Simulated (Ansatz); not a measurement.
A nudged elastic band was laid between two geometries of BrH + Cl4Si (7 atoms, charge 0, multiplicity 1).

These are results of RKS PBE-D4/def2-SVP in Ansatz, not measurements.

| Quantity | Value |
| --- | --- |
| movable images | 5 |
| climbing image | yes |
| spring | 5.0 eV/Å² |
| optimiser | quadratic models (default) |
| start path | through a guess of the saddle point |
| force threshold | 0.05 eV/Å |
| iteration limit | 60 |
| end points | relaxed |

First end point:

```xyz
7
Properties=species:S:1:pos:R:3
Si 0.354 0.000 -0.099
Cl 0.363 0.000 1.970
Cl 2.296 0.000 -0.754
Cl -0.605 1.680 -0.763
Cl -0.605 -1.680 -0.763
Br -3.514 0.000 1.559
H -2.180 0.000 2.099
```

Last end point:

```xyz
7
Properties=species:S:1:pos:R:3
Si -0.615 0.000 -0.713
Cl 0.083 0.000 3.854
Cl 1.157 0.000 0.313
Cl -0.744 1.676 -1.887
Cl -0.744 -1.676 -1.887
Br -2.305 0.000 0.740
H -0.722 0.000 2.830
```

(1) What changes between the two ends?

(2) Give the energies along the band, and the barrier.

(3) What is the geometry of the highest image?

The band took 11 iterations and roughly 2.7 core-minutes.

Answers

(1) Bonds broken: Si1–Cl2, Br6–H7. Bonds formed: Si1–Br6, Cl2–H7. BrH + Cl4Si becomes BrCl3Si + ClH.

(2) The forces met the threshold. The highest image is number 3 of 0 to 6, 1.45 eV above the first end and 1.32 eV above the last; the last end lies 0.13 eV above the first. A vibrational analysis at the climbing image gives one clearly imaginary mode, 223i cm⁻¹, and a faint second one (27i cm⁻¹) that may be numerical noise or a soft torsion: probably a first-order saddle point. The orbitals stay closed-shell, which can raise the energy where a bond breaks towards radicals; this wasn't checked here.

| image | path coordinate (Å) | energy (eV) | Si1–Cl2 (Å) | Br6–H7 (Å) | Si1–Br6 (Å) |
| --- | --- | --- | --- | --- | --- |
| 0 | 0.00 | 0.00 | 2.07 | 1.44 | 4.21 |
| 1 | 0.64 | 0.16 | 2.09 | 1.45 | 3.59 |
| 2 | 1.27 | 0.86 | 2.20 | 1.51 | 2.98 |
| 3 | 1.91 | 1.45 | 2.51 | 1.84 | 2.53 |
| 4 | 2.70 | 0.94 | 3.24 | 2.13 | 2.32 |
| 5 | 3.49 | 0.32 | 3.92 | 2.28 | 2.25 |
| 6 | 4.28 | 0.13 | 4.62 | 2.62 | 2.23 |

(3) 
```xyz
7
Properties=species:S:1:pos:R:3
Si -0.334 0.000 -0.083
Cl 0.140 0.000 2.382
Cl 1.754 0.000 -0.256
Cl -0.766 1.772 -1.061
Cl -0.766 -1.772 -1.061
Br -2.612 0.000 1.018
H -1.307 0.000 2.311
```

Time of the run: 46 s on 4 threads of Intel(R) Xeon(R) 6975P-C (Granite Rapids), with other jobs on the host, peak memory 0.23 GiB.
